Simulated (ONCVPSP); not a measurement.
What one change does to a pseudopotential (technetium, ONCV)

- Element: Tc
- Generator: ONCVPSP 4.0.1
- Type: optimised norm-conserving Vanderbilt (ONCV)
- Functional: LDA (Perdew-Zunger)
- Relativity: fully relativistic
- Frozen core: [Ar] 3d10
- Valence charge: 15
- Reference configuration: 4s2 4p6 4d5 5s1.75 (charge +0.25)
- Partial waves: 4s+5s: rc 1.60 bohr, ncon 4, nbas 7, qcut 8.5 1/bohr, 2 projectors; 4p: rc 1.65 bohr, ncon 5, nbas 9, qcut 8 1/bohr, 2 projectors, debl 1 Ha; 4d: rc 1.65 bohr, ncon 4, nbas 8, qcut 6.5 1/bohr, 1 projector
- Local potential: polynomial inside 1.35 bohr (lpopt 3, dvloc0 0 Ha)
- Core correction: Teter function fitted to the true core (icmod 2), fcfact 0.6

Open shells are filled in proportion to 2j + 1.

In the p channel the program set the typed energies aside and used -1.699, 0.250 Ha (j = l + 1/2; the other j can differ).

Change: s: rc 2.08.

Cutoffs: the cutoffs (Ha) at which the residual kinetic energy of the hardest occupied pseudo-wave falls to 1 and 0.1 mHa per electron; they do not see the model core or the augmentation charge, which bear on the density cutoff. Errors are all-electron minus pseudo energies relative to the spin-unpolarised reference configuration.

**Question.** How do hardness, ghosts and transferability respond?

**Answer.** The potential gets neither clearly harder nor softer (24 Ha and 49 Ha → 23 Ha and 49 Ha); the p channel sets the loose cutoff, while the largest relative change is in s, which becomes softer; of the 4 tests that both files solve, the error grows in 3 and shrinks in 0 by more than 15 % and 0.3 meV (median size 0.0 → 0.4 meV); neither file shows a bound ghost. More of the atom is replaced by a form fitted at one configuration, so other configurations suffer.

```tsv
quantity	base	changed
cutoff, loose	24 Ha	23 Ha
cutoff, tight	49 Ha	49 Ha
loose cutoff by channel	s 24 Ha, p 23 Ha, d 20 Ha	s 16 Ha, p 23 Ha, d 20 Ha
bound ghosts	none	none
GHOST(+) flags under 300 eV	none	none
error for 4s2 4p6 4d5 5s2, meV [ΔE -1.51 eV]	0.0	0.0
error for 4s2 4p6 4d5 5s1, meV [ΔE 6.92 eV]	0.0	-0.5
error for 4s2 4p6 4d5 5s0, meV [ΔE 22.13 eV]	-1.1	-4.4
error for 4s2 4p6 4d5 5s1 5p1, meV [ΔE 2.33 eV]	0.0	-0.4
p3/2: phases at 1.68 bohr within 0.05 rad from the reference energy up to (Ha; the scan ends near 5)	to the end of the scan	to the end of the scan
p1/2: phases at 1.68 bohr within 0.05 rad from the reference energy up to (Ha; the scan ends near 5)	to the end of the scan	to the end of the scan
d5/2: phases at 1.68 bohr within 0.05 rad from the reference energy up to (Ha; the scan ends near 5)	3.7	3.7
d3/2: phases at 1.68 bohr within 0.05 rad from the reference energy up to (Ha; the scan ends near 5)	3.5	3.5
rms error of d²Exc/dni dnj with the model core, mHa	4.26	3.72
```
